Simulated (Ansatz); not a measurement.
Complex (SMILES): O (H2O) with FCl (F-Cl), atoms 1 to 3 the first; geometry from B3LYP-D3(BJ)/def2-TZVP, monomers rigid:
```xyz
5

O     -0.2891    -0.2900    -0.2583
H     -0.6031     0.5726     0.0378
H      0.6165    -0.1532    -0.5610
F      0.0906    -2.5011     3.1950
Cl    -0.0773    -1.6206     1.7858
```

Interaction energy at MP2 with Ansatz (a program for electronic structure), kcal/mol, without and with the counterpoise correction (monomers among the partner's ghost functions). Cartesian d functions, on some or all atoms, in 6-31G*; all else is spherical. Cores are frozen. No added dispersion term, no relativity. Reference, counterpoise-corrected: Hartree-Fock in aug-cc-pV(Q+d)Z plus the correlation part extrapolated as X^-3 from aug-cc-pV(T+d)Z and aug-cc-pV(Q+d)Z, -6.09.

```json
[
 {"basis": "STO-3G", "functions": "21", "uncorrected": "2.40", "counterpoise": "7.86", "counterpoise correction": "5.46", "mean of both": "5.13"},
 {"basis": "pcseg-0", "functions": "35", "uncorrected": "-7.14", "counterpoise": "-2.60", "counterpoise correction": "4.54", "mean of both": "-4.87"},
 {"basis": "6-31G*", "functions": "53", "uncorrected": "-6.89", "counterpoise": "-4.44", "counterpoise correction": "2.44", "mean of both": "-5.66"},
 {"basis": "def2-SVP", "functions": "56", "uncorrected": "-7.01", "counterpoise": "-4.10", "counterpoise correction": "2.92", "mean of both": "-5.55"},
 {"basis": "aug-cc-pV(D+d)Z", "functions": "96", "uncorrected": "-5.78", "counterpoise": "-4.71", "counterpoise correction": "1.07", "mean of both": "-5.25"},
 {"basis": "jun-cc-pV(T+d)Z", "functions": "154", "uncorrected": "-5.62", "counterpoise": "-5.00", "counterpoise correction": "0.62", "mean of both": "-5.31"},
 {"basis": "def2-TZVPPD", "functions": "165", "uncorrected": "-5.59", "counterpoise": "-4.91", "counterpoise correction": "0.69", "mean of both": "-5.25"},
 {"basis": "aug-pcseg-2", "functions": "188", "uncorrected": "-6.20", "counterpoise": "-5.07", "counterpoise correction": "1.13", "mean of both": "-5.63"},
 {"basis": "def2-QZVPP", "functions": "244", "uncorrected": "-5.94", "counterpoise": "-5.48", "counterpoise correction": "0.46", "mean of both": "-5.71"},
 {"basis": "aug-cc-pV(Q+d)Z", "functions": "341", "uncorrected": "-6.12", "counterpoise": "-5.83", "counterpoise correction": "0.28", "mean of both": "-5.98"},
 {"basis": "aug-pcseg-3", "functions": "357", "uncorrected": "-6.35", "counterpoise": "-5.64", "counterpoise correction": "0.70", "mean of both": "-6.00"},
 {"basis": "pcseg-4", "functions": "429", "uncorrected": "-6.02", "counterpoise": "-5.83", "counterpoise correction": "0.19", "mean of both": "-5.93"}
]
```

The corrected value lies nearer the reference in 0 of 12 rows.
